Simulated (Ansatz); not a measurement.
Job for Ansatz (a program for electronic structure): SC-NEVPT2 on CASSCF(4,3)/cc-pV(D+d)Z on CH6OSi (SMILES C[SiH2]O), a point of a bond scan (R = 2.591 Å). Files ending in .json are basis or fitting sets from the Basis Set Exchange.

Ansatz 0.2 input:
```yaml
crystal:
  periodic: [false, false, false]
  atoms:
    - {symbol: Si, position_ang: [-0.16441747, 0.44529995, 0.17757373]}
    - {symbol: C, position_ang: [1.56077310, -0.24196944, -0.02590174]}
    - {symbol: O, position_ang: [-1.32796352, -0.58219355, -0.40066999]}
    - {symbol: H, position_ang: [-0.32661293, 1.68592358, -0.60987127]}
    - {symbol: H, position_ang: [-0.39969842, 0.73849201, 1.61622218]}
    - {symbol: H, position_ang: [1.69510384, -1.16116885, 0.54920899]}
    - {symbol: H, position_ang: [2.30153791, 0.48063994, 0.32667067]}
    - {symbol: H, position_ang: [1.77411328, -0.46249033, -1.07363830]}
    - {symbol: H, position_ang: [-1.74799218, -2.80709361, 0.85973313]}
basis:
  gaussian:
    orbitals: cc-pV_D+d_Z.json
    pivot_positions_ang: [[-0.16441747, 0.44529995, 0.17757373], [1.56077310, -0.24196944, -0.02590174], [-1.32796352, -0.58219355, -0.40066999], [-0.32661293, 1.68592358, -0.60987127], [-0.39969842, 0.73849201, 1.61622218], [1.69510384, -1.16116885, 0.54920899], [2.30153791, 0.48063994, 0.32667067], [1.77411328, -0.46249033, -1.07363830], [-1.74799218, -2.80709361, 0.85973313]]
magnetization: {spin_polarized: false}
correlation: {method: sc_nevpt2, electrons: outside_noble_gas, active_space: {window: {electrons: 4, orbitals: 3}}}
output: {orbitals: {seedname: ./end}}
```

Program output:

```
WARN ansatz: RAYON_NUM_THREADS=1 ignored (pool sized by the plan → 1); use --threads N
Functional definition: HF
integrals: 0.03 GiB planned
872 factors; integrals over basis functions are off by at most 2.9e-4 eV
mean field: 0.18 GiB planned
mean field evaluation 1: about -11010.1503 eV, gradient 4.9e1 eV
mean field evaluation 2: about -11010.1945 eV, gradient 4.9e1 eV
mean field evaluation 4: about -11017.3953 eV, gradient 9.7e0 eV
mean field evaluation 8: about -11018.1056 eV, gradient 2.3e-1 eV
mean field evaluation 16: about -11018.1103 eV, gradient 2.5e-6 eV
mean field evaluation 32: about -11018.0296 eV, gradient 1.3e0 eV
mean field -11018.11030476 eV, -404.9080853566 hartree, gradient 2.5e-6 eV, S^2 0.000000; 2 other end points of the search recorded, 0 dependent functions left out; unrestricted orbitals would lower it
reference -11018.11030476 eV, -404.9080853566 hartree; 17, 17 occupied and 64, 64 virtual orbitals, 872 factors
configuration interaction: 0.20 GiB planned
configuration interaction: 0.00 GiB planned
state -11022.63458896 eV, -405.0743497343 hartree
state -11022.63458896 eV, -405.0743497343 hartree; corrected -11033.24057185 eV, -405.4641124164 hartree
WARN: 1 active orbitals are nearly empty or full. The corrections depend on them more than the energy does, and are more stable in an active space without them
Total energy: -11033.24057185 eV, -405.4641124164 hartree
```

Self-consistency was reached.

Warnings raised: idle orbitals.

Cost: roughly 5 core-seconds.
